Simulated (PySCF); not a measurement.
Compound: CH₆BNO₂.
Bonds: C1–N2, N2–B3, B3–O4, B3–O5. Hydrogens: H6, H7, H8 on C1; H9 on N2; H10 on O4; H11 on O5.

Method: PBE0-D3(BJ)/def2-SVP geometry optimisation, gas phase in PySCF 2.14.0; density fitting, grid level 1; the optimiser is geomeTRIC in internal coordinates, started from a GFN2-xTB structure with every atom displaced at random (about 0.01 Å).

Step 7: E = -7385.3848 eV
```
atom  x, y, z in Å  |  force x, y, z in eV/Å
C1      1.4897   -0.0176    0.4285    0.047   0.003  -0.046
N2      0.3345    0.5576   -0.2157    0.017  -0.078   0.030
B3     -0.8942   -0.1281   -0.3602   -0.148   0.027  -0.066
O4     -0.9782   -1.4257    0.0701   -0.003  -0.004  -0.009
O5     -2.0232    0.4351   -0.9176    0.034   0.003   0.000
H6      1.6924   -1.0327    0.0493   -0.030   0.029   0.026
H7      2.3837    0.5917    0.2307    0.017  -0.006   0.002
H8      1.3758   -0.0980    1.5246    0.015   0.016   0.010
H9      0.4308    1.5184   -0.5100   -0.010   0.001   0.044
H10    -1.8562   -1.7797   -0.1036    0.052   0.024   0.020
H11    -1.9157    1.3542   -1.1722    0.008  -0.014  -0.011
```

Step 8: E = -7385.3906 eV
```
atom  x, y, z in Å  |  force x, y, z in eV/Å
C1      1.4866   -0.0030    0.4492    0.068  -0.022  -0.112
N2      0.3467    0.5470   -0.2413    0.039  -0.118   0.130
B3     -0.8767   -0.1454   -0.3928   -0.285   0.015  -0.119
O4     -0.9561   -1.4646   -0.0298    0.024   0.012  -0.009
O5     -2.0214    0.4350   -0.9023    0.052   0.020   0.017
H6      1.5866   -1.0768    0.2258   -0.039   0.045   0.031
H7      2.4141    0.4879    0.1184    0.039  -0.009   0.012
H8      1.4254    0.0977    1.5489    0.011   0.032  -0.002
H9      0.4293    1.5160   -0.5134   -0.027   0.009   0.059
H10    -1.8423   -1.8013   -0.2011    0.093   0.038   0.032
H11    -1.9526    1.3827   -1.0378    0.024  -0.023  -0.040
```

Step 9: E = -7385.3935 eV
```
atom  x, y, z in Å  |  force x, y, z in eV/Å
C1      1.4826    0.0174    0.4717    0.095  -0.079  -0.158
N2      0.3580    0.5410   -0.2593   -0.003  -0.060   0.282
B3     -0.8556   -0.1632   -0.4338   -0.352  -0.004  -0.184
O4     -0.9191   -1.5080   -0.1717    0.044   0.042   0.003
O5     -2.0168    0.4341   -0.8858    0.042   0.023   0.042
H6      1.4219   -1.0802    0.4820   -0.003   0.027   0.031
H7      2.4340    0.2885   -0.0135    0.067  -0.003   0.034
H8      1.5287    0.3573    1.5246   -0.019   0.033  -0.048
H9      0.4132    1.5249   -0.4847   -0.033  -0.003   0.030
H10    -1.8122   -1.8303   -0.3377    0.118   0.040   0.042
H11    -1.9953    1.3936   -0.8680    0.045  -0.017  -0.074
```

Step 10: E = -7385.4050 eV
```
atom  x, y, z in Å  |  force x, y, z in eV/Å
C1      1.4899    0.0107    0.4622    0.027  -0.052  -0.091
N2      0.3443    0.5417   -0.2305   -0.004  -0.017   0.142
B3     -0.8716   -0.1580   -0.4171   -0.163  -0.033  -0.125
O4     -0.9359   -1.4965   -0.1278    0.033   0.036   0.018
O5     -2.0184    0.4362   -0.9034    0.031   0.020   0.047
H6      1.4727   -1.0872    0.4073   -0.021   0.021   0.024
H7      2.4320    0.3489    0.0007    0.016  -0.005   0.004
H8      1.5205    0.2877    1.5329    0.016   0.020  -0.007
H9      0.3998    1.5259   -0.4544   -0.020   0.001   0.033
H10    -1.8240   -1.8278   -0.2950    0.062   0.017   0.013
H11    -1.9700    1.3935   -0.9509    0.023  -0.009  -0.059
```

Task: Estimate the geometry and energy of step 11. (The exact step hangs on the optimiser's Hessian estimate; all steps are aligned on step 10, rigid shifts and turns removed.)

Result: E = -7385.4199 eV, largest force 0.140 eV/Å
```
atom  x, y, z in Å  |  force x, y, z in eV/Å
C1      1.4936    0.0093    0.4578   -0.021  -0.025  -0.011
N2      0.3220    0.5515   -0.1776   -0.061   0.108   0.029
B3     -0.8842   -0.1539   -0.4122    0.118  -0.058  -0.049
O4     -0.9257   -1.4960   -0.1400   -0.009   0.018   0.030
O5     -2.0176    0.4377   -0.9246   -0.010   0.003   0.065
H6      1.4244   -1.0863    0.4621   -0.004  -0.015   0.012
H7      2.4209    0.2839   -0.0746   -0.029  -0.006  -0.015
H8      1.6026    0.3386    1.5079    0.025   0.001   0.012
H9      0.3571    1.5472   -0.3512    0.011  -0.006   0.001
H10    -1.8012   -1.8484   -0.3191   -0.024  -0.023  -0.027
H11    -1.9526    1.3916   -1.0046    0.004   0.004  -0.047
```

The energy changes by -0.0149 eV. The first-order estimate −F·Δx gives -0.0217 eV and the mean of the old and new forces, exact on a quadratic surface, -0.0145 eV. The step makes an angle of 71° with the force vector and moves no atom by more than 0.114 Å.

The cost below is that of the whole optimisation. Hardware: Arm Neoverse V2, one thread, on a shared host. Cost: 41 s, 0.40 GiB resident at most.
